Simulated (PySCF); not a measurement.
methyl(silylsulfanyl)silane (CH₈SSi₂), SMILES C[SiH2]S[SiH3].

Geometry optimised at PBE-D3(BJ)/def2-SVP. Other conformers were not sampled.

These are PBE-D3(BJ)/def2-SVP in PySCF values and carry that method's errors.

Frequencies are harmonic and unscaled.

Computed vibrational spectrum:
```
mode  ν (cm⁻¹)  IR (km/mol)  moving atoms (share of kinetic energy)
----  --------  -----------  --------------------------------------
1           22          0.2                 H 58 %, Si 19 %, C 17 %
2           83          0.3          H 67 %, C 14 %, Si 11 %, S 9 %
3          121          0.3                 Si 43 %, H 38 %, S 13 %
4          166          0.1                         H 84 %, Si 11 %
5          189          1.6         H 27 %, C 26 %, Si 25 %, S 23 %
6          450          4.7                 H 56 %, Si 29 %, S 14 %
7          467         11.4                 H 40 %, Si 30 %, S 27 %
8          502         76.7                  S 49 %, Si 42 %, H 9 %
9          598         12.7                                  H 89 %
10         607         13.0                          H 88 %, Si 8 %
11         668          2.5                 H 55 %, C 33 %, Si 12 %
12         669          9.5                                  H 85 %
13         717         54.3                 H 50 %, C 25 %, Si 24 %
14         854        388.0                                  H 85 %
15         858         14.1                          H 79 %, C 16 %
16         891         27.7                                  H 96 %
17         897        128.4                                  H 94 %
18         900         31.5                                  H 93 %
19         926        112.5                                  H 94 %
20        1214         19.4                          H 79 %, C 21 %
21        1376          5.3                                  H 96 %
22        1383          2.0                                  H 96 %
23        2145         64.0                                  H 97 %
24        2151         69.3                                  H 97 %
25        2161        113.4                                  H 96 %
26        2176        104.0                                  H 96 %
27        2188         87.3                                  H 96 %
28        2977          1.9                                  H 97 %
29        3078          1.8                           H 91 %, C 9 %
30        3089          0.9                           H 91 %, C 9 %
```
